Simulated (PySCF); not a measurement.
Ionisation energy of Ta(72+) by level of theory

Ta(72+) 1s1 (2S) → Ta(73+) (bare nucleus), as a difference of total energies. Calculation: PySCF 2.14, in an uncontracted even-tempered set (16 s from 210 bohr⁻², ratio 2.2; 7 p from 320 bohr⁻², ratio 2.4; 4 d from 950 bohr⁻², ratio 2.4; 3 f from 1400 bohr⁻², ratio 2.4; 3 g from 2100 bohr⁻², ratio 2.4); the spin-free X2C one-electron Hamiltonian (Gaussian nucleus). The calculations carry no spin-orbit coupling.

```tsv
method	ionisation energy (eV)	difference from reference (eV)
UHF	78514.4	+119.8
LDA	78419.4	+24.8
PBE	78517.9	+123.3
PBE0	78517.0	+122.4
r2SCAN	78523.3	+128.7
revPBE	78529.3	+134.7
PBEsol	78482.2	+87.6
```

Reference: 78394.63 ± 0.12 eV (theoretical estimate listed by NIST; NIST Atomic Spectra Database, ionization energies).

For one electron Hartree-Fock is exact for this Hamiltonian up to the basis; QED and nuclear recoil make up the gap, and the density functionals add self-interaction.
